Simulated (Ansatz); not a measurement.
```xyz
8

F    -0.560    0.618   -1.791
C    -0.621    0.242   -0.496
N     0.324   -0.762   -0.117
B     0.784    0.190    0.823
O    -0.052    1.214    0.361
H    -1.671    0.047   -0.256
H     0.248   -1.751   -0.254
H     1.548    0.202    1.730
```

Charge 0, multiplicity 1.

Question: List the PBE/def2-TZVPP orbital energies in eV (Ansatz 0.2.0). (An estimate is asked.)

Answer: Computed: Occupied: -660.30, -510.80, -380.90, -273.42, -177.97, -30.88, -27.07, -22.07, -16.51, -14.64, -13.49, -12.85, -12.17, -9.87, -9.63, -9.07, -8.65, -8.18, -6.82. Lowest empty: -0.75, 0.28, 0.99, 1.61, 1.96, 2.24, 2.60, 3.16.
